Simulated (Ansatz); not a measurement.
Molecule: CAu (charge 0, doublet). The spin state was set by rule; other spins were not relaxed. SMILES: [C][Au]
Structure (B3LYP-D3(BJ)/def2-TZVP (Ansatz, a first-principles code) minimum search):
```xyz
2

Au     0.0000     0.0000    -0.1327
C      0.0000     0.0000     1.7478
```
Charge 0, spin multiplicity 2.

Property: vertical ionisation energy (to the singlet state of charge +1; each state is the SCF solution reached for its spin; the UHF <S^2> is 1.33 for the doublet (pure: 0.75); for the singlet the Hartree-Fock reference is unstable and T1 is 0.052; for the doublet T1 is 0.091), in eV. Cores are frozen in the correlated levels unless marked. UHF or UKS for open shells. Spin-orbit coupling is left out. The frozen core is the preceding noble-gas configuration, with the filled d and f shells of earlier blocks. Past Kr the def2 sets carry scalar-relativistic core potentials. Basis-set limits of correlation are two-point, X^-3; Hartree-Fock from the larger set.

```csv
level,program,vertical ionisation energy (eV)
PBE/def2-TZVPD,Ansatz,8.99
r2SCAN/def2-TZVPD,Ansatz,9.13
B3LYP/def2-TZVPD,Ansatz,9.09
PBE0/def2-TZVPD,Ansatz,9.04
```

What does CCSD(T)/CBS(def2-TZVPPD,def2-QZVPPD) (Ansatz) give?

8.85 eV, so PBE0/def2-TZVPD differs from it by 0.19 eV.
